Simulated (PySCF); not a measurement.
Calculation: PBE-D3(BJ)/def2-TZVP // B3LYP-D3(BJ)/def2-TZVP run with PySCF. Isolated molecules, 0 K electronic values unless said otherwise. Delta-SCF ions had no search for a lower state. Excitations are Tamm–Dancoff values on a coarser integration grid. The basis has no diffuse functions, so Rydberg states are missing or too high.

Reference species (SMILES): `N#CN` (neutral, multiplicity 1).

```
Item                                      Result
--------------------------------------  --------
LUMO                                    -0.67 eV
S1 excitation (TDA)                      6.08 eV
T1 excitation (TDA)                      5.76 eV
vertical ionisation energy (Delta-SCF)  10.57 eV
```

Changed species: `C(C=S)#N` (X = thioformyl; the reference has X = amino).

### Question
Give the shifts of the LUMO, S1 excitation (TDA), T1 excitation (TDA) and vertical ionisation energy (Delta-SCF).

### Answer
the LUMO falls by 4.10 eV, to -4.77 eV; the S1 excitation (TDA) falls by 4.22 eV, to 1.86 eV; the T1 excitation (TDA) falls by 4.47 eV, to 1.29 eV; the vertical ionisation energy (Delta-SCF) falls by 0.70 eV, to 9.87 eV.
